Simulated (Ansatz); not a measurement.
`N[SiH](Cl)Br` + H–F → `N[SiH](F)Cl` + HBr at 600 K and 1 bar (ligand exchange at the Si–Br bond).

Calculated with Ansatz (gas phase, PBE0-D4/def2-TZVP geometries, no zero-point term in ΔE). CCSD(T)/CBS is the MP2 limit (def2-TZVPP, def2-QZVPP) plus CCSD(T) − MP2 in def2-TZVPP, frozen cores. This one scheme is used for every species. For Br outer-core shells are correlated without core-valence functions, which leaves a few kJ/mol of doubt a bond. Scalar relativity is left out up to krypton. One conformer a species, not always the lowest.

| species | CCSD(T)/CBS energy (Eh) | H − E (kJ/mol) | S (J/(mol·K)) |
| --- | --- | --- | --- |
| `N[SiH](Cl)Br` | -3378.82013 | 150.4 | 413.6 |
| H–F | -100.39570 | 42.3 | 194.0 |
| `N[SiH](F)Cl` | -905.31614 | 152.4 | 387.3 |
| HBr | -2573.91920 | 33.5 | 219.1 |

H − E and S are ideal-gas, rigid-rotor, harmonic terms from PBE0-D4/def2-TZVP, for one conformer and one mirror image of each species. 1 Eh = 2625.50 kJ/mol, R = 8.31446 J/(mol·K).

By hand: ΔE, ΔH, ΔS and ΔG.

ΔE = (-905.31614) + (-2573.91920) − (-3378.82013) − (-100.39570) = -0.01951 Eh = -51.2 kJ/mol. Δ(H − E) = 152.4 + 33.5 − 150.4 − 42.3 = -6.8, so ΔH = -58.0 kJ/mol. ΔS = 387.3 + 219.1 − 413.6 − 194.0 = -1.2 J/(mol·K). ΔG = -58.0 − 600 × (-1.2)/1000 = -57.3 kJ/mol.

By hand: the equilibrium constant, and the temperature at which ΔG would vanish if ΔH and ΔS stayed fixed.

log₁₀ K = −ΔG/(RT ln 10) = 5.0. ΔG = 0 at ΔH/ΔS = 48333 K, far beyond where these terms or the molecules hold.

The number of gas molecules stays the same, so ΔS is small and ΔH decides. A doubt of 5 kJ/mol in ΔE shifts log₁₀ K by 0.4 here. Other conformers and mirror images would add mixing entropy, several J/(mol·K) or more a flexible species. These are equilibria of isolated gas molecules and say nothing of rates. Largest T1 diagnostic: 0.010 (customary marks: 0.02 for closed shells, 0.045 for open ones).
